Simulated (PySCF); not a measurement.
**[Eu(NH3)3]3+ relaxed at several levels**

Computed with PySCF 2.14.0, def2-SVP on the ligands, density fitting, scalar-relativistic core potentials, no spin-orbit coupling, vacuum. Each row is relaxed at its own level from the same template. Distances are means of the shortest metal–ligand contacts, charges and spins Mulliken's; removal energies are rigid, with the ligand's formal charge and no counterpoise, so too large; for an anion taken off a cation in vacuum most of it is the attraction of opposite charges, and multiply charged cations can part far more cheaply with an electron moved from ligand to metal. lcecp potentials hold a fixed number of 4f electrons in the core, out of states, spins and gaps.

```json
{"level": "BP86", "basis on the metal": "lcecp-1-SVP with ECP52", "point group": "C3", "M–NH3 (Å)": "2.451", "charge on M (e)": "1.73", "removal of one NH3 (eV)": "3.94", "strongest infrared band, degenerate modes summed (cm⁻¹)": "3222", "unstable modes (below −25 cm⁻¹)": "0 (lowest -12 cm⁻¹, within noise)"}
{"level": "PBE0", "basis on the metal": "lcecp-1-SVP with ECP52", "point group": "C3", "M–NH3 (Å)": "2.440", "charge on M (e)": "1.85", "removal of one NH3 (eV)": "3.95", "strongest infrared band, degenerate modes summed (cm⁻¹)": "–", "unstable modes (below −25 cm⁻¹)": "3 (soft)"}
```

Task: What does the calculation give for PBE, lcecp-1-SVP with ECP52?

Result: point group: C3, M–NH3 (Å): 2.448, charge on M (e): 1.72, removal of one NH3 (eV): 4.01, unstable modes (below −25 cm⁻¹): 3 (soft).
```xyz
13

Eu    0.0000    0.0000   -0.7783
N     2.3164   -0.0011    0.0120
H     2.5398   -0.6418    0.8076
H     3.0222   -0.2794   -0.7096
H     2.6835    0.9190    0.3467
N    -1.1572    2.0066    0.0120
H    -0.7141    2.5204    0.8076
H    -1.2692    2.7570   -0.7096
H    -2.1376    1.8644    0.3467
N    -1.1592   -2.0055    0.0120
H    -1.8257   -1.8786    0.8076
H    -1.7531   -2.4776   -0.7096
H    -0.5458   -2.7835    0.3467
```

Members with unstable modes aren't minima as they stand: saddle points kept by symmetry or, where the modes are soft, flat surfaces and noise. Moved off a saddle point of the template and relaxed again: BP86, PBE, PBE0. One start shape was tried for each, so a minimum needn't be the lowest isomer.
